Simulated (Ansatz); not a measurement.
`FBBCl`. Total charge 0; spin multiplicity 1.

```xyz
6

F     1.2250    1.4376   -0.3701
B     0.8367    0.1803   -0.2145
B    -0.7960   -0.2025    0.0164
Cl   -1.3880   -0.3165    1.6541
H     1.7080   -0.6519   -0.2392
H    -1.5857   -0.4469   -0.8466
```

(1) List the harmonic frequencies (cm⁻¹, unscaled) at PBE0-D4/def2-TZVP in Ansatz. (Best estimate.)

(2) Is this a minimum?

(3) Give the ideal-gas thermochemistry at 298.15 K and 1 bar (rigid rotor, harmonic oscillator; point group C1, symmetry number 1).

Answers

(1) Computed: 87, 185, 276, 644, 796, 865, 894, 1070, 1124, 1352, 2563, 2631.

(2) Yes, all 12 modes are real.

(3) Zero-point energy 74.7 kJ/mol; H(298) − E = 90.3 kJ/mol; entropy 305.3 J/(mol·K), of which translation 163.2, rotation 106.1, vibration 36.0; G(298) − E = -0.7 kJ/mol. Modes under 100 cm⁻¹ are hindered rotations or soft bends, so the harmonic entropy is rough.
